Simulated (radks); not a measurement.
Task: Species: Hf. Configuration: [Kr] 4d10 4f14 5s2 5p4 5d2 6s2 7s2 (not the ground configuration). Calculated with a radial shooting solver on a logarithmic mesh with Libxc functionals: scalar-relativistic Kohn-Sham, PBE, spin-unpolarised, spherical densities, finite nucleus; Fermi nuclear charge, rms radius 5.347 fm. Some entries of the table are withheld. Estimate them.

orbital,occ.,eigenvalue (eV),r(max) (bohr),<r> (bohr)
1s,2,-65285.18,0.01190,0.01899
2s,2,-11181.21,0.06807,0.08038
2p,6,-9822.296,0.05567,0.07172
3s,2,-2561.730,(1),0.2087
3p,6,-2155.561,0.1898,0.2085
3d,10,-1674.274,0.1546,(2)
4s,2,-530.8551,0.4374,0.4684
4p,6,-397.6197,0.4583,0.4978
4d,10,-225.2407,0.4711,0.5352
5s,2,-84.1627,1.009,1.117
5p,4,-51.6069,1.142,1.297
4f,14,-35.1025,0.4547,0.6641
5d,2,(3),1.515,1.876
6s,2,-12.6760,2.517,(4)
7s,2,-2.2825,6.523,7.062

Result: 
(1) 3s r(max) (bohr): 0.1921
(2) 3d <r> (bohr): 0.1890
(3) 5d eigenvalue (eV): -14.5933
(4) 6s <r> (bohr): 2.813
